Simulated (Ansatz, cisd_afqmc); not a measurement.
Species: Si2H4, charge 0, singlet. Si2H4 (SMILES [SiH][SiH3]).
B3LYP-D3(BJ)/def2-TZVP minimum from Ansatz (a quantum-chemistry and plane-wave program):
```xyz
6

Si     0.0071     1.0500     0.8096
H     -0.4184     1.8608    -0.4081
Si     0.0198    -0.9006    -0.5838
H      0.9769    -0.6998    -1.7070
H     -1.3363    -1.1013    -1.1659
H      0.4013    -2.1512     0.1194
```
Charge 0, spin multiplicity 1.

Total energies in cc-pV(D+d)Z, 12 correlated electrons, 10 frozen orbitals. Radicals and triplets start from unrestricted determinants; spin-orbit coupling is neglected. Correlated methods leave the cores frozen. No relativity. The Monte Carlo rows (phaseless AFQMC, CISD trial, step 0.005/hartree) carry one-sigma bars that omit the constraint's bias. Outlying blocks are dropped, and bars are widened where a walk drifts. Over all cases where full CI ran beside it in this data, AFQMC minus full CI had a median of +0.1 mEh and passed +0.4 mEh in a tenth of the cases. UCISD starts from a broken-symmetry determinant. The restricted determinant of H4Si2 ([SiH][SiH3], singlet) is unstable towards broken spin symmetry in at least one set run.

| method | program | energy (Eh) | minus CCSDT(Q) (mEh) |
|---|---|---|---|
| HF | Ansatz | -580.12424 | 244.44 |
| MP2 | Ansatz | -580.31138 | 57.30 |
| CCSD | Ansatz | -580.36086 | 7.82 |
| CCSD(T) | Ansatz | -580.36706 | 1.62 |
| UCCSD(T) | Ansatz | -580.36667 | 2.01 |
| CCSDT(Q) | Ansatz | -580.36868 | 0.00 |
| AFQMC/CISD | cisd_afqmc | -580.3682 ± 0.0004 | 0.5 ± 0.4 |
| AFQMC/UCISD | cisd_afqmc | -580.3672 ± 0.0004 | 1.5 ± 0.4 |

Rough core times of Ansatz's runs on a shared machine: CCSD(T) under 20 s, UCCSD(T) 20 s, CCSDT(Q) 70 s.
